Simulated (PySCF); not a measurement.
PW91 on C⁻ (carbon, charge -1), [He] 2s2 2p3, high-spin 4S determinant. Computed with PySCF 2.14 in dyall-av3z (15s9p3d2f, 71 functions), with the non-relativistic Hamiltonian (point nucleus).

```
cycle= 1 E= -37.8796901975438  delta_E= 0.00301  |g|= 0.0982  |ddm|= 0.429
cycle= 2 E= -37.8434047483841  delta_E= 0.0363  |g|= 0.236  |ddm|= 0.457
cycle= 3 E= -37.889868229149  delta_E= -0.0465  |g|= 0.0455  |ddm|= 0.189
cycle= 4 E= -37.8921501711879  delta_E= -0.00228  |g|= 0.00172  |ddm|= 0.0638
cycle= 5 E= -37.8921543032797  delta_E= -4.13e-06  |g|= 0.000122  |ddm|= 0.00527
cycle= 6 E= -37.8921542968636  delta_E= 6.42e-09  |g|= 0.000114  |ddm|= 0.000302
cycle= 7 E= -37.8921543108406  delta_E= -1.4e-08  |g|= 1.67e-06  |ddm|= 0.000172
cycle= 8 E= -37.8921543108432  delta_E= -2.59e-12  |g|= 2.41e-07  |ddm|= 6.89e-06
converged SCF energy = -37.8921543108432  <S^2> = 3.753026  2S+1 = 4.0015127
```

Highest occupied orbital energy: 1.754 eV; ⟨L²⟩ = 0.00; populations by l: s 4.00, p 3.00, d 0.00, f 0.00.

**Question.** Can this result be used?

**Answer.** With care. Self-consistency was reached. At PW91 the highest occupied level has a positive energy, so only the finite basis holds that electron; in a semilocal or global hybrid functional this comes from self-interaction and does not mean that the real anion is unbound.
